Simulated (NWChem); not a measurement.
# C$_{4}$H$_{5}$Si cation

```xyz
10

C      0.0000    -0.7582     1.2140
C      0.0000    -1.3884     0.0200
Si     0.0000     0.0000    -1.1624
C      0.0000     1.3884     0.0200
C      0.0000     0.7582     1.2140
H      0.0000    -1.2884     2.1727
H      0.0000    -2.4701    -0.1190
H      0.0000     0.0000    -2.6417
H      0.0000     2.4701    -0.1190
H      0.0000     1.2884     2.1727
```
Atoms are numbered in this order, from 1.

Results from NWChem. Medium grid unless said otherwise, to which SCAN and Minnesota functionals are sensitive. All runs use the structure optimised with PBE0/def2-SVP. B3LYP is NWChem's, with the RPA form of VWN correlation. Total energies of different functionals are on different scales.

```tsv
level	energy (Ha)	highest occupied level (eV)	orbital gap (eV)
B3LYP/def2-SVP	-444.3899	-12.43	3.02
PBE/def2-SVP	-444.0134	-11.70	1.56
RPBE/def2-SVP	-444.3612	-11.64	1.59
M05-2X/def2-SVP	-444.3391	…	…
LDA (Slater exchange, PW92)/def2-SVP	-441.7566	-11.86	1.51
B97-D/def2-SVP	-444.2463	-11.59	1.60
LC-BLYP (range parameter 0.33 per bohr)/def2-SVP	-443.7084	-14.94	7.73
LDA (Slater exchange, VWN5)/def2-SVP	-441.7685	-11.86	1.51
```

Q: What belongs in the gaps?

A: 
- M05-2X/def2-SVP, highest occupied level (eV): -13.88
- M05-2X/def2-SVP, orbital gap (eV): 5.58
